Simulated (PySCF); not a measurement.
Fill in the blanks.

Compound: C4H7FO3S.
SMILES with atom numbers: `[CH3:1][O:2]/[C:3]([F:4])=[CH:5]/[S:6]([CH3:7])(=[O:8])=[O:9]` (hydrogens: H10, H11, H12 on C1; H13 on C5; H14, H15, H16 on C7)

Conformer (atom-mapped SMILES and torsion angles): `[CH3:1][O:2]/[C:3]([F:4])=[CH:5]/[S:6]([CH3:7])(=[O:8])=[O:9]`: C1–O2–C3–F4 5°, C3–C5–S6–C7 66°.

```json
{"property": "point group of the GFN2-xTB geometry", "level": "GFN2-xTB", "value": "?"}
{"property": "rotational constants A, B, C of the GFN2-xTB geometry", "level": "GFN2-xTB", "value": "?"}
{"property": "dipole moment", "level": "PBE0/pcSseg-1", "value": "?"}
{"property": "HOMO energy", "level": "PBE0/pcSseg-1", "value": "?"}
{"property": "LUMO energy", "level": "PBE0/pcSseg-1", "value": "-0.37 eV"}
{"property": "13C chemical shifts (computed TMS as zero) by class", "level": "GIAO PBE0/pcSseg-1", "value": "?"}
{"property": "1H chemical shifts (computed TMS as zero) by class", "level": "GIAO PBE0/pcSseg-1", "value": "?"}
{"property": "isotropic shieldings of nuclei other than C and H, by class", "level": "GIAO PBE0/pcSseg-1", "value": "?"}
```

Gas-phase values; electronic properties from PySCF, density fitting. One conformer (not necessarily the lowest) at the GFN2-xTB geometry, without solvent or vibrations. NMR classes are plain means over equivalent atoms (diastereotopic ones count apart unless rotation or inversion swaps them), as if these changed places fast; in this geometry the members of some classes differ.

Task: Give the isotropic shieldings of nuclei other than C and H, by class.

Result: 104 (O8/O9), 222 (O2), 250 (F4), 219 (S6) ppm.

Task: What is the dipole moment?

Result: 6.47 D.

Task: Give the rotational constants A, B, C of the GFN2-xTB geometry.

Result: 3.314, 0.789, 0.749 GHz.

Task: What is the HOMO energy?

Result: -7.59 eV.

Task: The 13C chemical shifts (computed TMS as zero) by class?

Result: 172.7 (C3), 99.7 (C5), 55.8 (C1), 50.6 (C7) ppm.

Task: Give the point group of the GFN2-xTB geometry.

Result: C1.

Task: Give the 1H chemical shifts (computed TMS as zero) by class.

Result: 5.36 (H13), 4.03 (H10/H11/H12), 2.77 (H14/H15/H16) ppm.

With B = h/(8π²I), that is 505.379 GHz u Å² over I, the principal moments of inertia are 152.5, 640.4 and 675.0 u Å² (most abundant isotopes). The dipole equals about 21.6 × 10⁻³⁰ C·m (1 D = 3.33564 × 10⁻³⁰ C·m). The rotational constants make it an asymmetric top with κ = (2B − A − C)/(A − C) = -0.97, nearer the prolate limit (−1).
